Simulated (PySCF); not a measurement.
## Oscillator strengths, rates and cross-sections

Compound: C5H10AlNSSi.
SMILES: `[AlH3-][n+]1cccc(S[SiH3])c1`

Level of theory: TDDFT B3LYP/def2-SVPD, vertical, gas phase, core orbitals frozen in the response (PySCF). The structure is a single PBE0-D3(BJ)/def2-SVP conformer in the gas phase; no vibrational or solvent corrections. Torsions of this conformer, `[AlH3-:1][n+:2]1[cH:3][cH:4][cH:5][c:6]([S:7][SiH3:8])[cH:9]1`: C5–C6–S7–Si8 -175°.

For one non-degenerate pair of states in vacuum, A = 0.6670 f ν̃² s⁻¹ with ν̃ in cm⁻¹, τ = 1/A, |μ|² = 3f / (2ΔE) in atomic units, and the integrated cross-section is ∫σ dE = 109.76 f Mb·eV.

These lifetimes count emission to the ground state at the vertical energy alone; relaxation of the geometry and all other decay channels are left out.

Energies and rates of the computed singlets with f of 0.002 or more:

```csv
state,λ (nm),A (s⁻¹)
S1,324.7,2.22×10⁷
S3,297.9,2.23×10⁷
S4,277.9,1.32×10⁷
S6,250.1,2.31×10⁸
S7,230.9,2.93×10⁶
S8,229.1,7.83×10⁶
S10,212.1,5.71×10⁶
```

Problem. Go back from the rates to the oscillator strengths and transition dipoles.

Solution. f = A / (0.6670 ν̃²), and |μ| follows from f:

```
state       f  |μ| (D)       τ  main configurations (H = HOMO, L = LUMO)
   S1   0.035     1.55   45 ns                                 H→L (99%)
   S3   0.030     1.37   45 ns                               H-2→L (88%)
   S4   0.015     0.95   76 ns                               H→L+1 (92%)
   S6   0.216     3.39  4.3 ns                             H-2→L+1 (91%)
   S7  0.0023     0.34  340 ns                               H-3→L (96%)
   S8  0.0062     0.55  130 ns                             H-2→L+2 (91%)
  S10  0.0039     0.42  180 ns                             H-2→L+3 (92%)
```

Problem. What is the integrated cross-section of all computed states together?

Solution. Σf = 0.311 over S1 to S10, so 109.76 × Σf ≈ 34.1 Mb·eV.

Problem. Which computed singlets stay under f = 0.002?

Solution. S2 (3.92 eV, f 0.0012), S5 (4.59 eV, f 0.0004) and S9 (5.62 eV, f 0.0003).

Problem. Suppose S1 emitted 0.3 eV lower with the same transition dipole. How would A change?

Solution. At fixed |μ|, A goes as the cube of the energy: (3.52/3.82)³ = 0.78, which makes τ about 58 ns.

The vertical ionisation energy (ΔSCF) is 9.10 eV, 3.25 eV above S10.

On an Arm Neoverse N1 with one thread, shared host with 64 logical CPUs at a one-minute load of 61, this took 15 min and 1.1 GiB of memory at its peak.
